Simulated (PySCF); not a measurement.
**Electronic absorption of Si6H6 prismane**

Species: Si6H6 prismane, Si6H6.
Geometry (PBE0-D3(BJ)/def2-SVP, Å), atoms numbered from 1 in this order:
```xyz
12
Si6H6 angstrom
Si    -1.513    0.730   -0.623
H     -2.774    1.342   -1.146
Si    -0.827   -1.523   -0.494
H     -1.536   -2.778   -0.896
Si     0.436    0.023   -1.749
H      0.807    0.038   -3.199
Si     1.724    0.520    0.170
H      3.149    0.958    0.298
Si    -0.225    1.231    1.295
H     -0.408    2.264    2.362
Si     0.459   -1.024    1.426
H      0.825   -1.864    2.608
```

Method: TDDFT wB97X-D/def2-SVPD, vertical, gas phase, core orbitals frozen in the response (PySCF).

Q: List the vertical singlet excitations with oscillator strengths and describe the spectrum.

A: 

```json
{"state": "S1", "E (eV)": "3.48", "ν̃ (cm⁻¹)": "28070", "f": "0.0000", "|μ| (D)": "0.00", "main configurations (H = HOMO, L = LUMO)": "H-1/H→L (≥96%)"}
{"state": "S2", "E (eV)": "3.48", "ν̃ (cm⁻¹)": "28100", "f": "0.0000", "|μ| (D)": "0.01", "main configurations (H = HOMO, L = LUMO)": "H-1/H→L (≥96%)"}
{"state": "S3", "E (eV)": "3.77", "ν̃ (cm⁻¹)": "30400", "f": "0.0005", "|μ| (D)": "0.19", "main configurations (H = HOMO, L = LUMO)": "H-1/H→L+1 (≥70%), H-3/H-2→L (≥21%)"}
{"state": "S4", "E (eV)": "3.77", "ν̃ (cm⁻¹)": "30440", "f": "0.0004", "|μ| (D)": "0.18", "main configurations (H = HOMO, L = LUMO)": "H-1/H→L+1 (≥69%), H-3/H-2→L (≥21%)"}
{"state": "S5", "E (eV)": "4.08", "ν̃ (cm⁻¹)": "32930", "f": "0.0001", "|μ| (D)": "0.05", "main configurations (H = HOMO, L = LUMO)": "H-3/H-2→L (≥73%), H-1/H→L+1 (≥16%)"}
{"state": "S6", "E (eV)": "4.09", "ν̃ (cm⁻¹)": "32990", "f": "0.0000", "|μ| (D)": "0.05", "main configurations (H = HOMO, L = LUMO)": "H-3/H-2→L (≥73%), H-1/H→L+1 (≥17%)"}
{"state": "S7", "E (eV)": "4.29", "ν̃ (cm⁻¹)": "34600", "f": "0.0000", "|μ| (D)": "0.00", "main configurations (H = HOMO, L = LUMO)": "H-1/H→L+2 (≥55%), H-3/H-2→L+1 (≥31%)"}
{"state": "S8", "E (eV)": "4.29", "ν̃ (cm⁻¹)": "34620", "f": "0.0000", "|μ| (D)": "0.00", "main configurations (H = HOMO, L = LUMO)": "H-1/H→L+2 (≥54%), H-3/H-2→L+1 (≥33%)"}
{"state": "S9", "E (eV)": "4.44", "ν̃ (cm⁻¹)": "35800", "f": "0.0000", "|μ| (D)": "0.01", "main configurations (H = HOMO, L = LUMO)": "H-1/H→L+2 (≥28%), H-3/H-2→L+1 (≥21%), H-1/H→L+3 (≥16%)"}
{"state": "S10", "E (eV)": "4.44", "ν̃ (cm⁻¹)": "35810", "f": "0.0000", "|μ| (D)": "0.01", "main configurations (H = HOMO, L = LUMO)": "H-1/H→L+2 (≥30%), H-3/H-2→L+1 (≥20%), H-1/H→L+4 (≥14%)"}
```

Triplets (Tamm–Dancoff): T1 3.10 eV, H-1/H→L (≥97%); T2 3.10 eV, H-1/H→L (≥97%); T3 3.51 eV, H-1/H→L+1 (≥60%), H-3/H-2→L (≥34%); T4 3.52 eV, H-1/H→L+1 (≥60%), H-3/H-2→L (≥34%).

The lowest singlet level (S1/S2) lies at 3.48 eV (356 nm, ultraviolet) and is dark (f under 0.0005). The largest oscillator strength of a single state is 0.0005. S1/S2, S3/S4, S5/S6, S7/S8 and S9/S10 lie within about 0.01 eV of each other in each set; the point group D3h has degenerate representations, and within a degenerate level the listed configurations can mix freely. Löwdin shares by element: HOMO (one of a set within 0.03 eV) silicon 64% or more (atoms not listed hold the other 36%); LUMO silicon 51% or more (atoms not listed hold the other 49%). The oscillator strengths of these states sum to 0.001; summed over the whole spectrum of an exact calculation they would give the number of electrons, 90 (Thomas–Reiche–Kuhn). Orbital energies (eV): HOMO-3 -8.35, HOMO-2 -8.35, HOMO-1 -7.74, HOMO -7.74, LUMO -0.08, LUMO+1 0.36, LUMO+2 0.75. Of the 10 states listed, none reaches f = 0.01 and 9 stay under 0.0005. No computed singlet lies in the visible range (380 to 750 nm); the lowest, at 356 nm, stands 0.22 eV above its violet end (3.26 eV); a Tamm–Dancoff triplet lies at 401 nm, without intensity as long as spin–orbit coupling is left out. Orbitals of the list HOMO-3 to LUMO+2 that lie within 0.01 eV of each other are written together with a slash and their weights summed (≥ marks a lower bound); for degenerate orbitals outside that list single weights are arbitrary. Only the lowest 10 singlets were computed, as vertical energies without vibronic structure.

One conformer stands for the species.
